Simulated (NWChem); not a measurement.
System: B3H3O3 cation, doublet; SMILES of the neutral closed-shell parent O1BOBOB1

Input file for NWChem:

```
start job
memory heap 200 mb stack 900 mb global 1100 mb
charge 1
geometry units angstroms noautosym nocenter noautoz
  B      1.365824     0.026537     0.000000
  O      0.561445     1.126351     0.000000
  B     -0.819918     1.250075     0.000000
  O     -1.267419    -0.062771     0.000000
  B     -0.588809    -1.244183     0.000000
  O      0.777769    -1.207438     0.000000
  H      2.574875     0.172260     0.000000
  H     -1.466122     2.244967     0.000000
  H     -1.212516    -2.290399     0.000000
end
basis spherical
  B library def2-svp
  O library def2-svp
  H library def2-svp
end
dft
  odft
  mult 2
  xc b3lyp
  iterations 150
  mulliken
end
task dft energy
esp
  recalculate
  probe 0.07
  range 0.3
  factor 1.0
  spacing 0.02
end
task esp
```

In the optimisation the excess spin sits in a' (Cs, its own frame). Geometry: optimised at PBE0/def2-SVP, spin-unrestricted. No frequency run checked for a minimum. The spin multiplicity was typed, not searched, and may not be the lowest. No stability test was run on the SCF state.

Atomic charges in e: unrestrained fits to the electrostatic potential beside Mulliken populations; buried atoms are poorly determined by the fit.

Atoms are numbered as in the input.

Predict the main results of this run. (B3LYP/def2-SVP, spin-unrestricted.) Quantities: ESP B1; Mulliken B1; ESP O2; Mulliken O2; ESP B3; Mulliken B3; ESP O4; Mulliken O4; ESP B5; Mulliken B5; relative RMS misfit of the potential (%).


| Property | Result |
|---|---|
| ESP B1 | 0.79 |
| Mulliken B1 | 0.18 |
| ESP O2 | -0.36 |
| Mulliken O2 | 0.04 |
| ESP B3 | 0.74 |
| Mulliken B3 | 0.24 |
| ESP O4 | -0.36 |
| Mulliken O4 | 0.04 |
| ESP B5 | 0.79 |
| Mulliken B5 | 0.18 |
| relative RMS misfit of the potential (%) | 3 |
